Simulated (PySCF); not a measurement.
```xyz
22

C      3.2841    -0.2757     0.3625
C      3.1653     0.9606    -0.2262
C      1.9550     1.6263    -0.6271
C      0.6439     1.2202    -0.5307
C      0.0513     0.0046    -0.0007
C     -1.3486    -0.1434    -0.0290
C     -2.3209     0.8184    -0.5467
C     -3.5816     0.2833    -0.3841
C     -3.4556    -1.0280     0.2407
C     -2.1184    -1.2880     0.4566
C      0.8633    -1.0630     0.5568
C      2.2252    -1.1843     0.7115
H      4.3045    -0.6193     0.5988
H      4.0994     1.5137    -0.4171
H      2.1061     2.6191    -1.0823
H     -0.0880     1.9414    -0.9229
H     -2.0972     1.7961    -0.9897
H     -4.5280     0.7598    -0.6738
H     -4.2923    -1.6928     0.4947
H     -1.7133    -2.1989     0.9131
H      0.2836    -1.9247     0.9184
H      2.5621    -2.1253     1.1771
```

Charge 0, multiplicity 1.

### Question
Give the Mulliken and meta-Löwdin atomic charges from PySCF with PBE-D3(BJ)/def2-SVP.

### Answer

```json
[
 {"atom": "C1", "Mulliken (e)": "0.01", "meta-Löwdin (e)": "-0.08"},
 {"atom": "C2", "Mulliken (e)": "0.01", "meta-Löwdin (e)": "-0.08"},
 {"atom": "C3", "Mulliken (e)": "0.00", "meta-Löwdin (e)": "-0.10"},
 {"atom": "C4", "Mulliken (e)": "0.00", "meta-Löwdin (e)": "-0.06"},
 {"atom": "C5", "Mulliken (e)": "0.10", "meta-Löwdin (e)": "0.03"},
 {"atom": "C6", "Mulliken (e)": "-0.03", "meta-Löwdin (e)": "-0.02"},
 {"atom": "C7", "Mulliken (e)": "-0.04", "meta-Löwdin (e)": "-0.17"},
 {"atom": "C8", "Mulliken (e)": "0.00", "meta-Löwdin (e)": "-0.12"},
 {"atom": "C9", "Mulliken (e)": "0.00", "meta-Löwdin (e)": "-0.12"},
 {"atom": "C10", "Mulliken (e)": "-0.04", "meta-Löwdin (e)": "-0.17"},
 {"atom": "C11", "Mulliken (e)": "0.00", "meta-Löwdin (e)": "-0.06"},
 {"atom": "C12", "Mulliken (e)": "0.00", "meta-Löwdin (e)": "-0.10"},
 {"atom": "H13", "Mulliken (e)": "0.01", "meta-Löwdin (e)": "0.11"},
 {"atom": "H14", "Mulliken (e)": "0.01", "meta-Löwdin (e)": "0.11"},
 {"atom": "H15", "Mulliken (e)": "0.01", "meta-Löwdin (e)": "0.11"},
 {"atom": "H16", "Mulliken (e)": "0.01", "meta-Löwdin (e)": "0.12"},
 {"atom": "H17", "Mulliken (e)": "-0.02", "meta-Löwdin (e)": "0.09"},
 {"atom": "H18", "Mulliken (e)": "-0.02", "meta-Löwdin (e)": "0.10"},
 {"atom": "H19", "Mulliken (e)": "-0.02", "meta-Löwdin (e)": "0.10"},
 {"atom": "H20", "Mulliken (e)": "-0.02", "meta-Löwdin (e)": "0.09"},
 {"atom": "H21", "Mulliken (e)": "0.01", "meta-Löwdin (e)": "0.12"},
 {"atom": "H22", "Mulliken (e)": "0.01", "meta-Löwdin (e)": "0.11"}
]
```
